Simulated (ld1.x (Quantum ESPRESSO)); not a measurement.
# Varying the PAW potential for copper

Base potential:

Cu, PAW, made with ld1.x (Quantum ESPRESSO) 7.5 (PBE, scalar-relativistic). Core [Ar], reference 3d10 4s0.5 4p0.5. Waves: 4s (bound): rcut 1.75, rcutus 2.20 bohr; 4s channel at 2.3 Ry: rcut 1.75, rcutus 2.20 bohr; 4p (bound): rcut 2.75, rcutus 3.45 bohr; 4p channel at 3.4 Ry: rcut 2.75, rcutus 3.45 bohr; 3d (bound): rcut 1.35, rcutus 1.60 bohr; 3d channel at 0.4 Ry: rcut 1.35, rcutus 1.60 bohr. Local part: all-electron potential smoothed inside 3.00 bohr (lloc = -1). Core correction: Bessel-smoothed model core, default radius (core density twice the valence density). Augmentation charge: PSQ, inside the norm-conserving radii.

Cutoffs, loose and tight: the cutoffs (Ry, on a coarse ladder) from which the occupation-weighted sum of valence levels, in a spherical-Bessel basis at the reference potential, stays within 10 and 1 mRy of its value at 400 Ry. They do not see the model core or the augmentation charge, which bear on the density cutoff. Test errors are all-electron minus pseudo excitation energies from the reference, over the configurations 3d10 4s1 4p0; 3d10 4s0 4p0; 3d9 4s0 4p0; 3d10 4s0.5 4p0; 3d9 4s1 4p0; 3d9 4s1 4p1; 3d8 4s0 4p0. A dash means not determined; rows that change the core or the reference have their own tests.

A true bound ghost makes a file unfit for plane-wave use even where its test errors are small: the radial tests pick states by their node count and pass the ghost by.

```tsv
change	outcome	cutoff, loose	cutoff, tight	bound ghosts	largest test error (meV)
base	generated	45 Ry	70 Ry	none	-670
waves 4p (bound): rcut 2.26, rcutus 2.40 bohr; 4p channel at 3.4 Ry: rcut 2.26, rcutus 2.40 bohr	generated	45 Ry	70 Ry	none	-670
waves 4p (bound): rcut 2.50, rcutus 2.64 bohr; 4p channel at 3.4 Ry: rcut 2.50, rcutus 2.64 bohr	generated	45 Ry	70 Ry	none	-669
waves 4p (bound): rcut 2.75, rcutus 3.24 bohr; 4p channel at 3.4 Ry: rcut 2.75, rcutus 3.24 bohr	generated	45 Ry	70 Ry	none	-669
waves 4p (bound): rcut 2.75, rcutus 3.62 bohr; 4p channel at 3.4 Ry: rcut 2.75, rcutus 3.62 bohr	generated	45 Ry	70 Ry	none	-670
waves 4p (bound): rcut 2.75, rcutus 4.08 bohr; 4p channel at 3.4 Ry: rcut 2.75, rcutus 4.08 bohr	generated	45 Ry	70 Ry	none	-670
waves 4p (bound): rcut 2.75, rcutus 4.70 bohr; 4p channel at 3.4 Ry: rcut 2.75, rcutus 4.70 bohr	generated	45 Ry	70 Ry	p	-671
waves 4p (bound): rcut 2.75, rcutus 5.16 bohr; 4p channel at 3.4 Ry: rcut 2.75, rcutus 5.16 bohr	generated	45 Ry	70 Ry	p	-671
```

Reading the sweep of the p radius (base included, trends over the rows without a ghost): The loose cutoff stays near 45 Ry. The median size of the test errors (rows with all tests solved) stays near 72.9 meV. Bound ghosts are found at 4.7, 5.16 bohr.
